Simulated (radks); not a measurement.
The magnesium ion Mg3+, 9 electrons, occupied as [He] 2s2 2p(up 2.625, down 2.375) (fractional occupations, a model configuration). Calculated with a radial shooting solver on a logarithmic mesh with Libxc functionals: scalar-relativistic Kohn-Sham, r2SCAN, spin-polarised, spherical densities, finite nucleus; meta-GGA in the generalised Kohn-Sham scheme; Fermi nuclear charge, rms radius 3.057 fm.

Unscreened Slater integrals over Kohn-Sham orbitals (eV). They are taken over the spin-up orbitals.

F0(2p,2p): 39.120
F2(2p,2p): 17.961
F0(2p,2s): 37.759
G1(2p,2s): 22.685
F0(2p,1s): 55.190
G1(2p,1s): 7.1888
F0(2s,2s): 36.899
F0(2s,1s): 52.192
G0(2s,1s): 4.1691
F0(1s,1s): 196.32

Derived for the open shells (J is the average intra-shell exchange parameter used in DFT+U). 2p: J = F2/5 = 3.592 eV.
